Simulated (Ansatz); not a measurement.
Ansatz (a quantum-chemistry and plane-wave program) input (B3LYP/6-311+G**): The .json file is the Basis Set Exchange's 6-311+G**.

Ansatz 0.2 input:
```yaml
crystal:
  periodic: [false, false, false]
  atoms:
    - {symbol: O, position_ang: [-0.58232700, 1.36116200, 0.80317200]}
    - {symbol: B, position_ang: [-0.44115700, 0.16052100, 0.17615200]}
    - {symbol: O, position_ang: [-1.57986600, -0.57983400, 0.05749200]}
    - {symbol: P, position_ang: [1.24612800, -0.53805000, -0.53959400]}
    - {symbol: H, position_ang: [0.23303100, 1.86272500, 0.87395700]}
    - {symbol: H, position_ang: [-1.46530700, -1.42385000, -0.38663500]}
    - {symbol: H, position_ang: [2.04368100, 0.57864300, -0.15948400]}
basis:
  gaussian:
    orbitals: 6-311+G__.json
hamiltonian:
  xc: {name: B3LYP}
magnetization: {spin_polarized: true, initial_magnetization: 1}
output: {forces: true}
```

Output:

```
Functional definition: B3LYP
integrals: 0.05 GiB planned
1002 factors; their error is unknown
mean field: 0.51 GiB planned
mean field evaluation 1: about -14102.8152 eV, gradient 5.3e1 eV
mean field evaluation 2: about -14059.6903 eV, gradient 1.1e2 eV
mean field evaluation 4: about -14112.1437 eV, gradient 4.4e0 eV
mean field evaluation 8: about -14112.2149 eV, gradient 2.2e-1 eV
mean field evaluation 16: about -14112.2001 eV, gradient 1.2e-4 eV
mean field -14112.20007819 eV, -518.6137872808 hartree, gradient 3.5e-5 eV, S^2 0.753370; 0 other end points of the search recorded, 0 dependent functions left out
the calculation of the forces begins
reference -14112.20036082 eV, -518.6137976674 hartree; 20, 19 occupied and 95, 96 virtual orbitals, 1002 factors
Total energy: -14112.20036082 eV, -518.6137976674 hartree
Atom 0 at    -0.582327     1.361162     0.803172 Å, force     0.010758     0.071379     0.033090 eV/Å
Atom 1 at    -0.441157     0.160521     0.176152 Å, force    -0.016348    -0.007159     0.000019 eV/Å
Atom 2 at    -1.579866    -0.579834     0.057492 Å, force    -0.038930    -0.041935    -0.012311 eV/Å
Atom 3 at     1.246128    -0.538050    -0.539594 Å, force     0.022783    -0.116130    -0.062643 eV/Å
Atom 4 at     0.233031     1.862725     0.873957 Å, force    -0.028867    -0.006965     0.002853 eV/Å
Atom 5 at    -1.465307    -1.423850    -0.386635 Å, force    -0.004243     0.023138     0.012416 eV/Å
Atom 6 at     2.043681     0.578643    -0.159484 Å, force     0.054846     0.077672     0.026576 eV/Å
Dipole moment:     0.347971    -0.013950    -0.083002 e Å
```

The geometry given is a B3LYP-D3(BJ)/def2-TZVP minimum.
